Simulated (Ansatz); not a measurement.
Computed with Ansatz on PBE0-D4/def2-TZVP structures; ΔE is electronic, products minus reactants. CCSD(T)/CBS is the MP2 limit (def2-TZVPP, def2-QZVPP) plus CCSD(T) − MP2 in def2-TZVPP, frozen cores. This one scheme is used for every species. Functionals use def2-TZVPP. One conformer a species, not always the lowest.

`CO[SiH](C)S` → dimethyl ether + `[SiH]S`  (silylene formation by 1,1-elimination)

| level | ΔE (kcal/mol) | difference from CCSD(T)/CBS |
| --- | --- | --- |
| r2SCAN-D4 | 86.9 | 1.8 |
| PBE0-D4 | 84.3 | -0.8 |
| ωB97X-V | 86.1 | 1.0 |
| ωB97M-V | 83.5 | -1.6 |
| PBE | 77.0 | -8.1 |
| r2SCAN | 86.1 | 1.0 |
| PBE0 | 81.8 | -3.3 |
| HF/def2-TZVPP | 81.4 | -3.7 |
| MP2/def2-TZVPP | 88.7 | 3.6 |
| CCSD/def2-TZVPP | 82.8 | -2.3 |
| CCSD(T)/def2-TZVPP | 82.9 | -2.2 |
| HF/def2-QZVPP | 81.8 | -3.3 |
| MP2/def2-QZVPP | 90.1 | 5.0 |
| SCS-MP2/def2-QZVPP | 86.7 | 1.6 |
| MP2/CBS(def2) | 90.9 | 5.8 |
| CCSD/CBS(def2) | 85.0 | -0.1 |
| CCSD(T)/CBS | 85.1 | 0 |

Largest T1 diagnostic among the species: 0.016.

The D4 term adds +4.5 kcal/mol with B3LYP and +2.5 kcal/mol with PBE0; it sums over pairs of atoms, weighted by their polarisabilities, and B3LYP, whose exchange is more repulsive, gets the larger term. From PBE to PBE0 (25 % exact exchange), in def2-TZVPP and without D4, ΔE moves by +4.8 kcal/mol.

B3LYP here is the variant with VWN-RPA as its local correlation; programs differ in this.
